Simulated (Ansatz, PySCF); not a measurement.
Potential energy curve for LiNa, singlet.

- RKS-BHandHLYP = restricted BHandHLYP/cc-pVTZ in PySCF
- UHF/cc-pVTZ (PySCF)
- RKS-TPSSh = restricted TPSSh/cc-pVTZ in PySCF
- FCI = full CI/cc-pVTZ, frozen core (Ansatz, a program for electronic structure)

Energies relative to the lowest point of each curve near equilibrium, in kcal/mol:

```csv
R / Å,RKS-BHandHLYP,UHF,RKS-TPSSh
2.32,7.0,10.3,8.4
2.50,2.8,5.7,3.8
2.75,0.3,2.2,0.7
2.83,0.0,1.5,0.2
2.93,0.0,0.8,0.0
3.93,9.0,1.0,7.2
4.38,14.5,1.8,12.1
4.89,20.1,2.4,17.2
5.35,24.5,2.7,21.1
5.86,28.6,2.9,24.6
6.35,31.7,2.9,27.2
7.20,35.7,3.0,30.3
```

Question: Predict the corresponding FCI column.

Answer: 2.32: 8.4; 2.50: 3.8; 2.75: 0.6; 2.83: 0.2; 2.93: 0.0; 3.93: 7.0; 4.38: 11.2; 4.89: 14.8; 5.35: 16.9; 5.86: 18.3; 6.35: 18.9; 7.20: 19.4 (kcal/mol).

The restricted form behind RKS-BHandHLYP, RKS-TPSSh keeps the bonding electrons paired and can't separate into open-shell fragments. The unrestricted determinant behind UHF is spin-contaminated at 2.32 to 8.89 Å (<S²> up to 1.0, against 0.00 for a pure singlet).
